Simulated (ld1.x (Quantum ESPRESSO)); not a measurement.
## What one change does to a pseudopotential (Ga, ultrasoft)

ld1.x (Quantum ESPRESSO) 7.5 input, shortened:

```
&input
   title='Ga', zed=31., rel=1, dft='PBESOL', iswitch=3,
   config='[Ar] 3d10 4s1 4p2'
 /
 &inputp
   pseudotype=3, tm=.true., lloc=-1, rcloc=1.20,
   nlcc=.false.
 /
6
4S  1  0   1.00   0.00  1.20  1.55  0.0
4S  1  0   0.00   3.25  1.20  1.55  0.0
4P  2  1   2.00   0.00  2.00  2.65  0.0
4P  2  1   0.00   1.85  2.00  2.65  0.0
3D  3  2  10.00   0.00  1.05  1.25  0.0
3D  3  2   0.00  -0.85  1.05  1.25  0.0
 &test
   configts(1)='3d10 4s1 4p2'
 /
```

Change: local potential all-electron potential smoothed inside 2.16 bohr (lloc = -1).

Cutoffs: the cutoffs (Ry, on a coarse ladder) from which the occupation-weighted sum of valence levels, in a spherical-Bessel basis at the reference potential, stays within 10 and 1 mRy of its value at 400 Ry; they do not see the model core or the augmentation charge, which bear on the density cutoff. Errors are all-electron minus pseudo energies relative to the spin-unpolarised reference configuration.

Question: Predict the effect on cutoff, ghosts and configuration errors.

Answer: The potential gets neither clearly harder nor softer (90 Ry and 160 Ry → 90 Ry and 160 Ry); both files keep a bound ghost (s); of the 7 tests that both files solve, the error grows in 2 and shrinks in 0 by more than 15 % and 0.3 meV (median size 5.0 → 5.1 meV).

```csv
quantity,base,changed
"cutoff, loose",90 Ry,90 Ry
"cutoff, tight",160 Ry,160 Ry
loose cutoff by channel (10 mRy a level),"s 10 Ry, p 6 Ry, d 60 Ry","s 15 Ry, p 6 Ry, d 60 Ry"
bound ghosts,s,s
"error for 3d10 4s2 4p1, meV [ΔE -6.55 eV]",+0.9,+1.0
"error for 3d10 4s2 4p0, meV [ΔE -0.87 eV]",-5.0,-5.1
"error for 3d10 4s1 4p0, meV [ΔE 20.26 eV]",-9.7,-11
"error for 3d9 4s2 4p2, meV [ΔE 13.77 eV]",-182,-250
"error for 3d10 4s0 4p3, meV [ΔE 6.84 eV]",+0.2,+0.2
"error for 3d10 4s2 4p0.5, meV [ΔE -4.52 eV]",-0.7,-0.7
"error for 3d9 4s2 4p1, meV [ΔE 21.16 eV]",-128,-191
s: phases at 2.89 bohr within 0.05 rad from the reference energy up to (Ry; the scan ends near 5),to the end of the scan,to the end of the scan
p: phases at 2.89 bohr within 0.05 rad from the reference energy up to (Ry; the scan ends near 5),3.3,3.3
d: phases at 2.89 bohr within 0.05 rad from the reference energy up to (Ry; the scan ends near 5),to the end of the scan,4.6
lowest overlap eigenvalue by channel,"s 0.66, p 0.38, d 1.00","s 0.74, p 0.62, d 1.00"
```

 A true bound ghost makes a file unfit for plane-wave use even where its test errors are small: the radial tests pick states by their node count and pass the ghost by.
